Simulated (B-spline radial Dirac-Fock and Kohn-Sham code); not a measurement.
**Photoionisation of praseodymium ions at Cr Kα (5414.7 eV)**

Method: Dirac-Hartree-Slater photoionisation with all multipoles and Dirac-Fock thresholds. Computed with a radial finite-basis atomic code. Cross sections in kb; a dash marks an empty subshell or a threshold above the photon energy.

```
 ion      configuration  total    3s  3d3/2  4p1/2    4f5/2    4f7/2
  Pr       [Xe] 4f3 6s2  55.14  7.08   6.36   1.71  0.00873   0.0110
Pr³⁺           [Xe] 4f2  55.30  7.08   6.36   1.72  0.00666  0.00841
Pr⁴⁺           [Xe] 4f1  55.50  7.08   6.35   1.74  0.00372  0.00471
Pr⁵⁺  [Kr] 4d10 5s2 5p6  55.74  7.08   6.34   1.76        –        –
```
